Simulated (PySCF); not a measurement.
# Do core-level shifts follow atomic charges?

C8H13P.
Structure used (PBE0-D3(BJ)/def2-SVP), in Å, numbered top down from 1:
```
atom  x, y, z in Å
C1    -3.6739   -0.3612   -0.7159
C2    -2.7567    0.0695    0.1515
C3    -1.2829    0.0963   -0.0871
C4    -0.4002   -0.6689    0.9257
P5     0.9509    0.6392    0.8210
C6     1.8075    0.0994   -0.7063
C7     3.1633   -0.5420   -0.5577
C8     3.0558    0.8414   -1.1085
C9    -0.5739    1.4600    0.0798
H10   -4.7405   -0.3540   -0.4757
H11   -3.3891   -0.7393   -1.7035
H12   -3.0829    0.4408    1.1332
H13   -1.0829   -0.2900   -1.0996
H14   -0.1360   -1.7062    0.6725
H15   -0.8358   -0.6593    1.9384
H16    1.1856   -0.2767   -1.5272
H17    3.5629   -0.6604    0.4542
H18    3.4134   -1.3591   -1.2394
H19    3.3805    1.6714   -0.4733
H20    3.2316    0.9957   -2.1765
H21   -0.4457    2.0710   -0.8256
H22   -1.0588    2.0803    0.8518
```

Binding energies: delta-SCF UKS SCAN, pcX-2 on the ionised atom, pcseg-1 elsewhere, spin-free X2C in PySCF. Charges: PBE0/pcSseg-1 ground-state density, for the ionised atom.

```json
{"atom": "C4", "environment": "sp3 carbon bound to phosphorus", "C 1s (eV)": "289.91", "Mulliken (e)": "-0.315", "IAO (e)": "-0.433", "Hirshfeld (e)": "-0.117", "ESP (e)": "+0.164"}
{"atom": "C1", "environment": "terminal =CH2 carbon", "C 1s (eV)": "289.98", "Mulliken (e)": "-0.158", "IAO (e)": "-0.315", "Hirshfeld (e)": "-0.105", "ESP (e)": "-0.358"}
{"atom": "C6", "environment": "sp3 carbon bound to phosphorus", "C 1s (eV)": "290.23", "Mulliken (e)": "-0.489", "IAO (e)": "-0.329", "Hirshfeld (e)": "-0.093", "ESP (e)": "+0.295"}
{"atom": "C2", "environment": "alkene CH carbon", "C 1s (eV)": "290.32", "Mulliken (e)": "-0.125", "IAO (e)": "-0.129", "Hirshfeld (e)": "-0.041", "ESP (e)": "-0.398"}
{"atom": "C7", "environment": "three-membered-ring carbon", "C 1s (eV)": "290.49", "Mulliken (e)": "-0.196", "IAO (e)": "-0.280", "Hirshfeld (e)": "-0.091", "ESP (e)": "-0.351"}
{"atom": "C3", "environment": "allylic carbon", "C 1s (eV)": "290.61", "Mulliken (e)": "-0.332", "IAO (e)": "-0.104", "Hirshfeld (e)": "-0.028", "ESP (e)": "+0.023"}
```

Question: Give the correlation coefficient and slope of binding energy on charge for each scheme.

Answer: IAO: r = 0.78, slope 1.7 eV per e; Hirshfeld: r = 0.78, slope 5.9 eV per e; Mulliken: r = -0.02, slope 0.0 eV per e; ESP: r = -0.15, slope -0.1 eV per e. On 6 points no scheme stands out.

Question: The point-charge model writes a binding energy as kq + V + constant, with V the potential of the other atoms' charges at the site. What does it give with the IAO charges?

Answer: V = Σ 14.40 eV Å × q/r over all other atoms: +4.34 eV at C4, +2.95 eV at C1, +1.90 eV at C6, -0.72 eV at C2, +1.89 eV at C7, -1.80 eV at C3. Fitting binding energy − V to q gives k = 19.5 eV per e and leaves an rms residual of 0.52 eV, against 0.16 eV for the fit on q alone. The model has no term for differences in relaxation between sites.

Geometry: PBE0-D3(BJ)/def2-SVP, one conformer, isolated molecule.
